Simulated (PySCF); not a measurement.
A structure optimised at B3LYP-D3(BJ)/def2-SVP, used in a PySCF frequency run:

```xyz
9

Si     0.1355    -0.1927     0.2804
C      1.2986     0.6819    -0.8837
O     -0.8050    -1.3258    -0.4779
F     -0.8220     0.9519     0.9402
H      0.8177    -0.9076     1.3802
H      1.9817    -0.0337    -1.3688
H      1.9070     1.4242    -0.3420
H      0.7444     1.2167    -1.6728
H     -1.3018    -1.0532    -1.2581
```
Charge 0, spin multiplicity 1.

Problem. Write its SMILES and formula.

Solution. C[SiH](O)F, CH5FOSi

Problem. What are its rotational constants (standard atomic weights)?

Solution. 6.4443, 5.9127, 3.6151 GHz
